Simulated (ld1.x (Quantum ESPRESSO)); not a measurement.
## An all-electron radial function and its pseudo partner (lithium (Li))

Columns: radius, all-electron u(r) and pseudo u(r) of the 2s shell (level -3.08 eV) of lithium in the configuration 1s2 2s0.5 2p0.5; PBEsol, scalar-relativistic, PAW scheme, ld1.x (Quantum ESPRESSO) 7.5.

```
r (bohr)  all-electron   pseudo
   0.230        0.1800   0.2180
   0.460        0.1578   0.2365
   0.690        0.0674   0.1006
   0.920       -0.0397  -0.0376
   1.150       -0.1424  -0.1424
   1.380       -0.2330  -0.2330
   1.610       -0.3089  -0.3089
   1.840       -0.3706  -0.3706
   2.070       -0.4205  -0.4205
   2.300       -0.4588  -0.4588
   2.530       -0.4861  -0.4861
   2.760       -0.5036  -0.5036
   2.990       -0.5125  -0.5125
   3.220       -0.5141  -0.5141
   3.450       -0.5096  -0.5096
   3.680       -0.5001  -0.5001
   3.910       -0.4866  -0.4866
   4.140       -0.4698  -0.4698
   4.370       -0.4507  -0.4507
   4.600       -0.4297  -0.4297
   4.830       -0.4076  -0.4076
   5.060       -0.3847  -0.3847
   5.290       -0.3616  -0.3616
   5.520       -0.3385  -0.3385
   5.750       -0.3158  -0.3158
   5.980       -0.2937  -0.2937
```

(1) How many radial nodes do the two functions have?

(2) At about which radius was the pseudo-wave matched?

(3) Is the pseudo-wave norm-conserving?

## Answers

(1) The all-electron 2s function has n − l − 1 = 1; the pseudo-wave has 1, since 1 lower shell of the same l stays in the valence.

(2) 1.10 bohr, where the columns begin to agree (steps of 0.23 bohr).

(3) No, it belongs to a PAW set: the norm inside the radius is not constrained, and the difference is carried by the augmentation charge.
